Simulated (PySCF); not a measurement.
Structure problem from calculated spectra and properties.

Formula: C5H11NO.

* Valence photoelectron: vertical ionisation energy: 9.43 eV [ΔSCF wB97X-D/def2-SVPD]
* NMR, other nuclei: isotropic shieldings of nuclei other than C and H, by class: 156 (1 N), -94 (1 O) ppm [GIAO CAM-B3LYP/pcSseg-1]
* Triplet: lowest triplet excitation (Tamm–Dancoff): 5.25 eV [TDA wB97X-D/def2-SVPD]
* 1H NMR: chemical shifts (computed TMS as zero) by class: 4.59 (1 H), 4.30 (1 H), 1.06 (9 H) ppm [GIAO CAM-B3LYP/pcSseg-1]
* Dipole: 3.75 D [wB97X-D/def2-SVPD]
* Rotational structure: rotational constants A, B, C: 3.284, 2.368, 1.975 GHz [PBE0-D3(BJ)/def2-SVP]
* 13C NMR: chemical shifts (computed TMS as zero) by class: 183.2 (1 C), 38.6 (1 C), 29.9 (3 C) ppm [GIAO CAM-B3LYP/pcSseg-1]
* Polarisability: 72.5 au [wB97X-D/def2-SVPD]

The electronic properties come from PySCF, for the isolated species, density fitting. Levels stand in brackets. Isolated species at its PBE0-D3(BJ)/def2-SVP geometry (one conformer only). NMR values are class means; diastereotopic atoms form classes of their own.

Problem. Give a SMILES that accounts for the data.

Solution. Numbering: `[CH3:1][C:2]([CH3:3])([CH3:4])[C:5]([NH2:6])=[O:7]`. Its formula, C5H11NO, gives 1 degree of unsaturation: 0 rings and 1 π bond in the structure found. 5 carbons fall into 3 classes; from least to most shielded: amide carbonyl carbon [C5] (183.2 ppm), sp3 carbon next to a carbonyl [C2] (38.6 ppm), methyl carbon [C1/C3/C4] (29.9 ppm, 3 C, up to 3.2 ppm apart in this geometry). Hydrogen classes from least to most shielded: 1 H on an amide nitrogen, N6 (4.59 ppm), 1 H on an amide nitrogen, N6 (4.30 ppm), 9 H on 3 methyl carbons, C1/C3/C4 (1.06 ppm, a mean of values up to 1.0 ppm apart in this geometry). The other shieldings belong to: 156 ppm, amide nitrogen [N6]; -94 ppm, amide oxygen [O7]. The first electron is taken from the HOMO, whose largest Löwdin shares are 0.64 on the amide oxygen, 0.11 on the amide carbonyl carbon, 0.10 on the sp3 carbon next to a carbonyl and 0.06 on the amide nitrogen. By its constants the optimised geometry is an asymmetric top. Structure: `CC(C)(C)C(N)=O`. Computed isomers that give other values at the same levels: `CCCCC(N)=O` (rotational constant A: 7.824 GHz; this holds for the one conformer computed); `CCN(C=O)CC` (rotational constant A: 3.099 GHz; this holds for the one conformer computed); `CCCNC(C)=O` (rotational constant A: 4.639 GHz; this holds for the one conformer computed). The assignments are read from this structure; whether some other isomer fits the data as well wasn't checked.

The values belong to the conformer `[CH3:1][C:2]([CH3:3])([CH3:4])[C:5]([NH2:6])=[O:7]`: C1–C2–C5–N6 -62°, H–N6–C5–C2 180°, H–N6–C5–C2 0°.
